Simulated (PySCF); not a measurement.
## Computed NMR parameters against published values

Geometry:
```
atom   x (Å)   y (Å)   z (Å)
  O1   3.090   0.691   0.146
  C2   2.349  -0.238  -0.041
  C3   0.874  -0.157  -0.029
  C4   0.222   1.052   0.211
  C5  -1.163   1.065   0.208
  C6  -1.837  -0.122  -0.032
  C7  -1.092  -1.274  -0.260
  N8   0.225  -1.297  -0.260
  H9   2.720  -1.258  -0.245
 H10   0.807   1.940   0.391
 H11  -1.707   1.981   0.389
 H12  -2.916  -0.158  -0.043
 H13  -1.576  -2.223  -0.452
```

Published estimates (parent shift plus substituent increments) and measurements: δ 13C C3 152.8; C7 150.2; C5 137.1; C6 127.9; C4 121.7; δ 1H H13 8.80; H10 7.98; H11 7.88; H12 7.56 ppm (estimated from measurements, as parent shift plus tabulated substituent increment; solution, not stated per compound (mostly CDCl3 or CCl4); Pretsch, Buehlmann, Badertscher, Structure Determination of Organic Compounds, 4th ed. (2009)).

Theoretical values (PySCF): geometry: GFN2-xTB, shielding tensors at PBE0/pcSseg-1 (GIAO). Relativity neglected, no solvent model, single conformer.

(1) Set the calculated values beside the experiment.

(2) How far are the unscaled 13C shifts from the references?

(3) How far are the unscaled 1H shifts from the references?

Answers

(1) 
Reference values: estimated from measurements, as parent shift plus tabulated substituent increment (solution, not stated per compound (mostly CDCl3 or CCl4); Pretsch, Buehlmann, Badertscher, Structure Determination of Organic Compounds, 4th ed. (2009)).
```
atoms  quantity  reference  computed  computed, scaled
   C3     δ 13C      152.8     157.4             151.7
   C7     δ 13C      150.2     155.7             150.1
   C5     δ 13C      137.1     142.8             137.4
   C6     δ 13C      127.9     133.0             127.9
   C4     δ 13C      121.7     128.5             123.4
  H13      δ 1H       8.80      9.15              8.73
  H10      δ 1H       7.98      8.38              8.01
  H11      δ 1H       7.88      8.20              7.83
  H12      δ 1H       7.56      7.62              7.29
```

Computed shifts are σ(ref) − σ with the named reference compound (TMS for H and C) calculated as an isolated molecule at the same level. The measured values may be among those fitted. Shieldings were converted by linear fits to measured shifts (mostly CDCl3, TMS scale, for H and C): 13C (scatter 2.1 ppm rms, 2.3 ppm with the 2 outliers that the fit left out); 1H (scatter 0.16 ppm rms, 0.17 ppm with the 2 outliers that the fit left out). Occasional misses reach two or three times the rms, and more in compound classes unlike the fitted ones.

(2) Mean signed difference +5.54 ppm, mean absolute 5.54 ppm over 5 comparisons; the largest is +6.8 ppm at C4 (aromatic CH).

(3) Mean signed difference +0.28 ppm, mean absolute 0.28 ppm over 4 comparisons; the largest is +0.40 ppm at H10 (hydrogen on an aromatic CH).
